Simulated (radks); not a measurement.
The bismuth anion Bi3-, [Rn], held by a Watson sphere: a shell of charge +3 at radius R that stands for the Madelung well of a crystal (potential energy -3/R inside, -3/r outside, in hartree with lengths in bohr). All-electron calculation, scalar-relativistic Kohn-Sham, LDA (Slater exchange, Perdew-Wang correlation), spin-unpolarised, spherical densities, point nucleus. Program: a radial shooting solver on a logarithmic mesh with Libxc functionals. Response by self-consistent Sternheimer equations with the Hartree and adiabatic LDA kernel, the relativistic mass of each level held fixed and spin-orbit coupling left out. The sphere does not respond.

R (bohr),e(5d) (eV),e(6s) (eV),e(6p) (eV),<r> 6p (bohr),sum of <r^2> (bohr^2),X-ray form factor at sin(theta)/lambda = 0.1 1/angstrom,alpha (bohr^3)
2.91,-26.597,-15.790,-6.506,2.994,105.7,79.735,65.73
3.43,-25.551,-14.460,-5.715,3.205,115.4,79.419,90.29
3.48,-25.476,-14.352,-5.641,3.226,116.3,79.391,93.12
3.86,-24.995,-13.629,-5.102,3.378,123.8,79.189,117.7
4.16,-24.704,-13.166,-4.711,3.496,129.9,79.047,141.2
4.49,-24.446,-12.748,-4.319,3.623,136.7,78.907,171.9
5.33,-23.978,-11.995,-3.492,3.932,155.2,78.632,277.0
6.38,-23.610,-11.439,-2.740,4.296,180.6,78.430,483.3
